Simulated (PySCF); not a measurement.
## Fractional electron number in Ag+ (silver, charge +1)

The 4d beta orbital of [Kr] 4d10 is emptied in steps (occupation f), with all orbitals relaxed, ending at [Kr] 4d9. Computed with PySCF 2.14 in aug-cc-pVDZ-PP with ECP28MDF (5s5p4d2f, 54 functions), with scalar relativity through the core potential. The exact energy is a straight line in f; departures are measured from the line between the end points of the same method.

```csv
f,UHF (eV),LDA (eV),PBE (eV),PBE0 (eV),r2SCAN (eV),LC-wPBE (eV),BHandHLYP (eV),wB97X (eV),TPSS (eV),HSE06 (eV)
1,0.000,0.000,0.000,0.000,0.000,0.000,0.000,0.000,0.000,0.000
0.75,0.402,-1.207,-1.179,-0.793,-1.109,-0.253,-0.403,-0.309,-1.141,-0.871
0.5,0.515,-1.626,-1.586,-1.067,-1.486,-0.345,-0.548,-0.419,-1.534,-1.171
0.25,0.371,-1.231,-1.199,-0.806,-1.119,-0.263,-0.419,-0.320,-1.158,-0.884
0,0.000,0.000,0.000,0.000,0.000,0.000,0.000,0.000,0.000,0.000
```

Problem. For UHF, how does the orbital energy at f = 1 compare with the removal energy?

Solution. −ε = 21.969 eV against a total-energy difference of 19.732 eV. By Janak's theorem ε = ∂E/∂f, so the gap between them reflects the curvature. Along the path −ε is 20.737 (f = 0.75), 19.650 (f = 0.5), 18.685 (f = 0.25) eV.

| method | E(f=0) − E(f=1) (eV) | −ε at f=1 (eV) | −ε at f=0.5 (eV) |
| --- | --- | --- | --- |
| UHF | 19.732 | 21.969 | 19.650 |
| LDA | 22.183 | 15.815 | 22.119 |
| PBE | 21.756 | 15.528 | 21.704 |
| PBE0 | 21.538 | 17.349 | 21.503 |
| r2SCAN | 21.542 | 15.667 | 21.515 |
| LC-wPBE | 21.420 | 20.100 | 21.393 |
| BHandHLYP | 21.264 | 19.162 | 21.222 |
| wB97X | 21.449 | 19.842 | 21.420 |
| TPSS | 21.426 | 15.391 | 21.383 |
| HSE06 | 21.543 | 16.941 | 21.506 |

Reference removal energy between the ground levels: 21.484 eV (measured; NIST Atomic Spectra Database, ionization energies). The calculation has no spin-orbit coupling. UHF lacks correlation.
